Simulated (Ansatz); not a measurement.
Program: Ansatz. Geometries: PBE0-D4/def2-TZVP. ΔE: electronic, gas phase. CCSD(T)/CBS is the MP2 limit (def2-TZVPP, def2-QZVPP) plus CCSD(T) − MP2 in def2-TZVPP, frozen cores. This one scheme is used for every species. Functionals use def2-TZVPP. For Br, Ga outer-core shells are correlated without core-valence functions, which leaves a few kJ/mol of doubt a bond. Scalar relativity is left out up to krypton. Each species was taken in one conformer, which may not be the lowest.

Reaction (ligand exchange at a Ga–O bond): `[OH][Ga]([OH])[Br]` + `O[SiH3]` → `[OH][Ga]([Br])[O][SiH3]` + H₂O

`[OH][Ga]([OH])[Br]`:

Z-matrix (Å, degrees):
```
Ga
O 1 1.767
Br 1 2.265 2 119.2
O 1 1.773 2 119.0 3 180.0
H 2 0.961 1 112.4 3 -180.0
H 4 0.960 1 113.7 2 180.0
```

`O[SiH3]`:

Z-matrix (Å, degrees):
```
Si
O 1 1.648
H 1 1.489 2 111.7
H 1 1.489 2 111.7 3 120.9
H 1 1.481 2 105.9 3 -119.6
H 2 0.957 1 117.9 3 -60.5
```

`[OH][Ga]([Br])[O][SiH3]`:

Z-matrix (Å, degrees):
```
Si
O 1 1.639
H 1 1.488 2 111.2
H 1 1.487 2 110.1 3 120.6
H 1 1.485 2 108.4 3 -120.1
Ga 2 1.766 1 138.4 3 -27.3
Br 6 2.256 2 121.2 1 0.4
O 6 1.766 2 118.7 1 -179.6
H 8 0.961 6 112.3 2 0.1
```

H₂O:

Z-matrix (Å, degrees):
```
O
H 1 0.960
H 1 0.960 2 105.1
```

| level | ΔE (eV) |
| --- | --- |
| BHLYP-D4 | -0.21 |
| PBE-QIDH | -0.15 |
| revPBE | -0.04 |
| BHLYP | -0.12 |

(1) What does CCSD(T)/CBS give? (Best estimate.)

Largest T1 diagnostic among the species: 0.012.

## Answers

(1) Computed: -0.18 eV. The listed levels differ from it by -0.03, 0.03, 0.14, 0.06 eV.

From BLYP to BHLYP (50 % exact exchange), in def2-TZVPP and without D4, ΔE moves by −0.08 eV. The D4 term adds −0.08 eV with B3LYP and −0.05 eV with PBE0; it sums over pairs of atoms, weighted by their polarisabilities, and B3LYP, whose exchange is more repulsive, gets the larger term.

B3LYP here is the variant with VWN-RPA as its local correlation; programs differ in this.
